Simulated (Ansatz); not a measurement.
Frontier orbitals of C$_{6}$H$_{8}$BN (`BNc1ccccc1`).

```xyz
16

B     2.2726    1.2279    1.2945
N     0.9815    0.7110    1.3897
C     0.1456    0.1499    0.4109
C     0.5434    0.0201   -0.9171
C    -0.3164   -0.5396   -1.8457
C    -1.5799   -0.9784   -1.4746
C    -1.9770   -0.8501   -0.1533
C    -1.1220   -0.2908    0.7816
H     2.7677    1.6549    2.2950
H     2.8537    1.2392    0.2524
H     0.5421    0.7268    2.2981
H     1.5258    0.3580   -1.2195
H     0.0080   -0.6337   -2.8759
H    -2.2463   -1.4155   -2.2083
H    -2.9597   -1.1868    0.1565
H    -1.4392   -0.1929    1.8155
```

Total charge 0; spin multiplicity 1. Geometry: relaxed with PBE0-D4/def2-TZVP. It is one conformer, not always the lowest. Basis def2-TZVPP, Ansatz 0.2.0.

```
functional  HOMO (eV)  LUMO (eV)  gap (eV)
       PBE      -5.70      -1.75      3.95
      BLYP      -5.50      -1.59      3.91
    r2SCAN      -5.82      -1.49      4.33
      PBE0      -6.61      -0.85      5.76
   r2SCAN0      -6.71      -0.70      6.01
   LC-ωPBE      -9.03       1.25     10.28
   ωB97M-V      -8.64       1.02      9.66
```

A quarter of exact exchange (PBE0) shifts PBE's HOMO by −0.91 eV and its LUMO by +0.90 eV; full exchange at long range (ωB97M-V) shifts them by −2.94 and +2.77 eV. The gap opens from 3.95 to 9.66 eV, since occupied levels lose self-interaction and empty ones feel all the electrons. A positive LUMO is unbound and depends on the basis.

LC-ωPBE has ω = 0.4 bohr⁻¹.
